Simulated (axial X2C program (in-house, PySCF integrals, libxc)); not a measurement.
SGeS²⁺: properties at the nuclei

Computed with an in-house all-electron X2C program for linear molecules (integrals from PySCF): two-component X2C with atomic mean-field Coulomb and Gaunt terms, Gaussian nuclei, basis S dyall-av3z, Ge dyall-v3z with contracted cores.

S–Ge–S held linear, with bonds 2.073 and 2.073 Å (near the PBE0 minimum at charge 2 of the determinant lowest at the starting distance; the state shown can have its own minimum elsewhere, held linear; other orders of the atoms were not compared).

Determinant lowest in the PBE0 search, Ω = 1 (⟨Sz⟩ = 1.00, ⟨Lz⟩ = 0.00 at PBE0), spin on the atoms S 0.62, Ge -0.23, S 0.62:

```csv
level,A∥/gI S (MHz),qzz S (a.u.),A∥/gI Ge (MHz),qzz Ge (a.u.)
PBE0,-162,0.79,-187,-3.23
HF,-119,0.10,-742,-2.55
PBE,-158,0.91,-129,-3.06
```

Determinant 0.46 eV from it at PBE0 and this distance, Ω = 3 (⟨Sz⟩ = 1.00, ⟨Lz⟩ = 2.00 at PBE0), spin on the atoms S 0.47, Ge 0.07, S 0.47:

```
level  A∥/gI S (MHz)  qzz S (a.u.)  A∥/gI Ge (MHz)  qzz Ge (a.u.)
 PBE0            113          1.35            37.2          -4.56
   HF            120          1.49            20.6          -6.05
  PBE            112          1.26            43.8          -3.91
```

A∥ (defined per Ω) follows by multiplying with gI = μI/(I μN); qzz is the electric field gradient, eQq0 = 234.96 MHz × Q/barn × qzz. The operators were transformed with the bare-nucleus X2C matrices; with these basis sets, hyperfine constants and field gradients can be off by tens of per cent, and where levels differ in sign neither size nor sign is settled.

**Question.** With gI(33S) = 0.4292, Q(73Ge) = -0.196 barn (g factors from the IAEA table of nuclear moments by Stone; Q from Pyykkö, Mol. Phys. 2018), turn the PBE0 values of the first state into constants in MHz.

**Answer.** A∥(33S) = -162 × 0.4292 = -69.5 MHz; eQq0(73Ge) = 234.96 × (-0.196) × (-3.23) = 149 MHz.

The molecule was held linear; bending was not examined, so a bent shape may lie lower.

Each state is one determinant with collinear spin, which with several unpaired electrons need not be a pure state. Unrestricted Hartree–Fock can overshoot spin polarisation at the nuclei. With several open shells hyperfine constants can be off by a factor of several. Open-shell Ω = 0 determinants with evenly filled partner blocks cannot be reached by this program, so the Ω shown need not be the lowest component. At HF a later determinant lies lower. States lie within half an eV, so the first need not be the ground state. Where a field gradient or hyperfine factor spreads by more than a factor of two over the levels, a constant derived from it is not to be relied on. PBE0 term energies can be off by some tenths of an eV.
